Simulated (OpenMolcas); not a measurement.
C2H4BCl (SMILES C=CBCl): methods side by side

C2H4BCl: 8 atoms, total charge 0, spin state singlet. As SMILES, `C=CBCl`. The coordinates come from a PBE0-D4/def2-TZVP relaxation. This is one conformer, not always the lowest.

Quantity: the vertical electron affinity (to the doublet anion), in eV. The values are calculated.

The electron affinity is E(neutral) − E(anion): positive where the electron is bound.

```csv
level,kind,program,value (eV),CPU time (all runs)
HF/def2-SVPD,Hartree–Fock,OpenMolcas,-0.61,50 s
SVWN5/def2-SVPD,LDA,OpenMolcas,0.42,1.8 min
BLYP/def2-SVPD,GGA,OpenMolcas,0.08,2.7 min
M06-L/def2-SVPD,meta-GGA,OpenMolcas,0.14,3.6 min
TPSS/def2-SVPD,meta-GGA,OpenMolcas,0.19,3.5 min
r2SCAN/def2-SVPD,meta-GGA,OpenMolcas,0.34,4 min
M06-2X/def2-SVPD,hybrid meta-GGA,OpenMolcas,0.18,3.3 min
PBE0/def2-SVPD,global hybrid,OpenMolcas,0.26,2.4 min
```

Where it was recorded, the anion's HOMO is positive in SVWN5/def2-SVPD, BLYP/def2-SVPD, M06-L/def2-SVPD, TPSS/def2-SVPD, r2SCAN/def2-SVPD, M06-2X/def2-SVPD, PBE0/def2-SVPD: a fault of the level (basis or self-interaction), which says nothing on whether the real anion is bound. The values span -0.61 to 0.42 eV. Spin contamination of the reference (⟨S²⟩ at least 0.1 too high) touches HF/def2-SVPD. CPU times are rough (shared hosts, several kinds of processor and program).
